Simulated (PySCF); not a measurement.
H7NOSi2, SMILES N[SiH2]O[SiH3]. Heavy atoms are numbered as in [SiH3:1][O:2][SiH2:3][NH2:4]. Hydrogens are named by the atom that carries them.

Coordinates come from a B3LYP-D3(BJ)/def2-SVP optimisation. One conformer was computed; it need not be the lowest.

Computed with PySCF with PBE/def2-TZVP.

ESP charges are fitted to the potential on shells at 1.4 to 2.0 van der Waals radii. Atomic charges (e), one atom of each kind:

```
atom        ESP fit  Löwdin    Mulliken
----------  -------  ------  ----------
Si1 (SiH3)     0.32    0.12  (withheld)
O2            -0.40   -0.01       -0.32
Si3 (SiH2)     0.74    0.05  (withheld)
N4 (NH2)      -1.09   -0.25  (withheld)
H on Si1      -0.07   -0.05       -0.05
H on Si3      -0.11   -0.04       -0.04
H on N4        0.42    0.16        0.23
```

**Question.** Some entries are withheld; supply them. (Estimate from the structure and the level; the computed values follow.)

**Answer.** 
- Si1 (SiH3), Mulliken: 0.26
- Si3 (SiH2), Mulliken: 0.40
- N4 (NH2), Mulliken: -0.59

Computed Mayer and Wiberg (Löwdin basis) orders of the bonds:
```
bond    Mayer  Wiberg
------  -----  ------
Si1–O2   1.18    1.62
O2–Si3   1.13    1.55
Si3–N4   1.21    1.59
```
